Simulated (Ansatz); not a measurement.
Reaction (redistribution): `CC([SiH3])[TeH]` + `BN(C)CC` → `BN([SiH3])CC` + `CC(C)[TeH]`

Gas-phase electronic energies from Ansatz, PBE0-D4/def2-TZVP geometries. CCSD(T)/CBS adds triple-zeta CCSD(T) − MP2 to the extrapolated MP2 energy (def2 sets, frozen cores). DFT in def2-TZVPP. B3LYP here is the variant with VWN-RPA as its local correlation; programs differ in this. def2 core potentials past Kr. For Te outer-core shells are correlated without core-valence functions, which leaves a few kJ/mol of doubt a bond. Each species was taken in one conformer, which may not be the lowest.

Is it downhill or uphill in electronic energy at CCSD(T)/CBS, and by how much? (An estimate is asked.)

Ansatz gave: Downhill: ΔE = -70.1 kJ/mol.

What do these levels give: B3LYP-D4, B2PLYP, r2SCAN, B3LYP, CCSD(T)/def2-TZVPP, MP2/def2-QZVPP? (Estimate.)

The calculation gave: B3LYP-D4 -69.3, B2PLYP -71.4, r2SCAN -67.3, B3LYP -69.1, CCSD(T)/def2-TZVPP -70.7, MP2/def2-QZVPP -73.7 kJ/mol.

Largest T1 diagnostic among the species: 0.012.

From PBE to PBE0 (25 % exact exchange), in def2-TZVPP and without D4, ΔE moves by −4.1 kJ/mol. In def2-TZVPP, CCSD(T) changes the Hartree–Fock value by +12.1 kJ/mol (the triples alone add +1.9 kJ/mol) and MP2 by +9.0 kJ/mol.
